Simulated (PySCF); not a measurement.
Cartesian coordinates in Å; atom numbers follow the order of the lines, from 1:
```xyz
11

O     2.1008    0.1178    1.2875
S     1.3609   -0.2305    0.0822
O     2.0587   -0.7904   -1.0675
C     0.3246    1.1330   -0.4282
C    -0.9614    0.7986   -0.2847
C    -1.1786   -0.5663    0.2442
C    -0.0527   -1.2421    0.4922
H     0.7750    2.0568   -0.7903
H    -1.7953    1.4590   -0.5303
H    -2.1811   -0.9658    0.4088
H     0.0925   -2.2505    0.8781
```

Geometry: PBE0-D3(BJ)/def2-SVP; GIAO shifts from PySCF 2.14, gas phase, non-relativistic, averaged over equivalent atoms.

At PBE0/pcSseg-1 (146 basis functions, 12 s wall time on 1 thread of an Arm Neoverse V1, shared host):
```
 atoms  δ (ppm)
 O1/O3    177.0
    S2    338.8
 C4/C7    143.0
 C5/C6    132.8
H8/H11     6.54
H9/H10     6.54
```

References, each an isolated molecule treated in the same way: 17O (σref 334.56) vs H2O; 33S (σref 495.66) vs CS2; 13C (σref 184.41), 1H (σref 31.27) vs TMS.

**Question.** Estimate the result of repeating the calculation with wB97X-D/pcSseg-2.

**Answer.** 
```tsv
atoms	δ at wB97X-D/pcSseg-2	change
O1/O3	169.3	-7.7
S2	370.9	+32.1
C4/C7	148.4	+5.4
C5/C6	138.5	+5.7
H8/H11	6.65	+0.11
H9/H10	6.68	+0.14
```

δ = σ(ref) − σ, references computed at the same level: 17O (σ = 326.83 ppm) against H2O; 33S (σ = 499.87 ppm) vs CS2; 13C (σ = 184.42 ppm), 1H (σ = 31.36 ppm) vs TMS.

The largest change is at S2 (sulfone sulfur). Cost: 315 basis functions, 56 s wall time on 1 thread of an Arm Neoverse V1, shared host.

Experimental scales use liquid or dissolved standards, which lie at an offset from isolated H2O (liquid H2O: subtract about 36 ppm).
